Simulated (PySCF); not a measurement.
Partial charges of `C[SiH](C)/C=C/C(=O)C=O`

C6H10O2Si.
Geometry (GFN2-xTB, Å), atoms numbered from 1 in this order:
```xyz
19
C6H10O2Si angstrom
C     -2.5756    0.0405   -1.0882
Si    -1.3979   -0.0522    0.4033
C     -1.8262    1.3084    1.6626
C      0.3568    0.2746   -0.2247
C      1.3866   -0.5714   -0.1160
C      2.7183   -0.2501   -0.6249
O      3.0325    0.7804   -1.1863
C      3.7713   -1.3339   -0.4086
O      3.5689   -2.3859    0.1292
H     -3.6035   -0.1269   -0.7808
H     -2.5315    1.0137   -1.5696
H     -2.3300   -0.7077   -1.8360
H     -1.4442   -1.3823    1.0284
H     -1.1464    1.2951    2.5093
H     -2.8331    1.1769    2.0474
H     -1.7731    2.2965    1.2134
H      0.5666    1.2192   -0.7161
H      1.2878   -1.5380    0.3556
H      4.7631   -1.0476   -0.8055
```

Density: PBE0/pcSseg-1 (PySCF); schemes: Mulliken, IAO, Hirshfeld and ESP-fitted. One conformer (not necessarily the lowest) at the GFN2-xTB geometry, without solvent, vibrations or thermal averaging.

Task: Do the Mulliken, IAO, Hirshfeld and ESP-fitted schemes agree on where the charge is lowest?

Result: All schemes pick atoms of one kind: Mulliken C3 (-0.621); IAO C1 and C3 (-0.719); Hirshfeld C1 and C3 (-0.212); ESP-fitted C1 (-0.732).

Task: For which atoms does the sign change between the 4 schemes (beyond +0.03 e in one, beyond −0.03 e in another)?

Result: For none.

Task: At which atom do the 4 schemes differ most?

Result: At Si2: from +0.389 (Hirshfeld) to +0.930 e (IAO), 0.541 e apart.

Task: Give the atomic charges in each scheme.

Result: In e:

| atom | environment | Mulliken | IAO | Hirshfeld | ESP-fitted |
| --- | --- | --- | --- | --- | --- |
| C1 | Si-methyl carbon | -0.620 | -0.719 | -0.212 | -0.732 |
| Si2 | SiH silicon | +0.826 | +0.930 | +0.389 | +0.808 |
| C3 | Si-methyl carbon | -0.621 | -0.719 | -0.212 | -0.720 |
| C4 | alkene CH carbon | -0.310 | -0.350 | -0.095 | -0.256 |
| C5 | alkene CH carbon | -0.212 | -0.201 | -0.066 | -0.297 |
| C6 | ketone carbonyl carbon | +0.187 | +0.313 | +0.140 | +0.525 |
| O7 | ketone oxygen | -0.337 | -0.388 | -0.211 | -0.476 |
| C8 | aldehyde carbon | +0.271 | +0.221 | +0.132 | +0.351 |
| O9 | aldehyde oxygen | -0.317 | -0.351 | -0.186 | -0.395 |
| H10 | methyl hydrogen | +0.140 | +0.158 | +0.044 | +0.180 |
| H11 | methyl hydrogen | +0.141 | +0.156 | +0.044 | +0.178 |
| H12 | methyl hydrogen | +0.144 | +0.160 | +0.044 | +0.167 |
| H13 | Si–H hydrogen | -0.082 | -0.131 | -0.079 | -0.163 |
| H14 | methyl hydrogen | +0.144 | +0.160 | +0.044 | +0.164 |
| H15 | methyl hydrogen | +0.140 | +0.158 | +0.044 | +0.177 |
| H16 | methyl hydrogen | +0.141 | +0.156 | +0.044 | +0.176 |
| H17 | vinylic hydrogen | +0.140 | +0.166 | +0.046 | +0.168 |
| H18 | vinylic hydrogen | +0.124 | +0.163 | +0.039 | +0.131 |
| H19 | formyl hydrogen | +0.102 | +0.119 | +0.049 | +0.013 |

Mean size of the charges over all atoms: ESP-fitted 0.320 e, IAO 0.301 e, Mulliken 0.263 e, Hirshfeld 0.112 e. Each set sums to the total charge, 0, to within 0.001 e. The ESP scheme is a least-squares fit of atom-centred charges to the potential on four shells outside the van der Waals surface, with the total charge fixed. The Mulliken scheme counts on each atom the diagonal of the density matrix times the overlap matrix over that atom's basis functions.

Task: Sum the charges by element, for elements with more than one atom.

Result: 
| element | atoms | Mulliken | IAO | Hirshfeld | ESP-fitted |
| --- | --- | --- | --- | --- | --- |
| C | 6 | -1.305 | -1.455 | -0.311 | -1.129 |
| O | 2 | -0.654 | -0.739 | -0.397 | -0.870 |
| H | 10 | +1.133 | +1.264 | +0.319 | +1.191 |

Task: How closely do the schemes follow one another over all atoms?

Result: Correlation coefficient and root-mean-square difference: Mulliken with IAO 1.00, 0.056 e; IAO with ESP-fitted 0.98, 0.079 e; Mulliken with ESP-fitted 0.97, 0.103 e; IAO with Hirshfeld 0.97, 0.241 e; Mulliken with Hirshfeld 0.97, 0.195 e; Hirshfeld with ESP-fitted 0.97, 0.254 e.

These values come from a run that also computed NMR shieldings. Hardware: one thread, Arm Neoverse N1 (aarch64), no GPU, shared host. Cost: 86 s of wall time (with the writing of density and orbital grids), 0.94 GiB resident at most.
